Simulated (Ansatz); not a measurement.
Reaction (redistribution): `[F][In]([F])[Br]` + `C#[C][Hf]([Cl])([Cl])[Cl]` → `C#[C][In]([F])[F]` + `[Cl][Hf]([Cl])([Cl])[Br]`

Program: Ansatz. Geometries: PBE0-D4/def2-TZVP. ΔE: electronic, gas phase. CCSD(T)/CBS adds triple-zeta CCSD(T) − MP2 to the extrapolated MP2 energy (def2 sets, frozen cores). DFT in def2-TZVPP. Elements past krypton have def2 core potentials. For Br, Hf, In outer-core shells are correlated without core-valence functions, which leaves a few kJ/mol of doubt a bond. Scalar relativity is left out up to krypton.

Question: Is it downhill or uphill in electronic energy at CCSD(T)/CBS, and by how much? (An estimate is asked.)

Answer: Ansatz gave: Downhill: ΔE = -0.36 eV.

Question: What do these levels give: LDA (SPW92), CAM-B3LYP-D4, PBE0, LC-ωPBE, RPA@PBE/def2-TZVPP, HF/CBS(def2)? (An estimate is asked.)

Answer: The calculation gave: LDA (SPW92) -0.38, CAM-B3LYP-D4 -0.33, PBE0 -0.31, LC-ωPBE -0.40, RPA@PBE/def2-TZVPP -0.37, HF/CBS(def2) -0.25 eV.

Question: What do rigid-rotor, harmonic-oscillator terms from PBE0-D4/def2-TZVP frequencies (298.15 K, 1 bar) make of the CCSD(T)/CBS value? (Estimate.)

Answer: Computed: ΔZPE = +0.01 eV, ΔH = -0.36 eV, ΔS = -6 J/(mol·K), ΔG = -0.34 eV.

Largest T1 diagnostic among the species: 0.017.

From PBE to PBE0 (25 % exact exchange), in def2-TZVPP and without D4, ΔE moves by −0.04 eV. At CCSD(T), def2-SVP lies +0.07 eV from the extrapolated value and def2-TZVPP −0.03 eV.
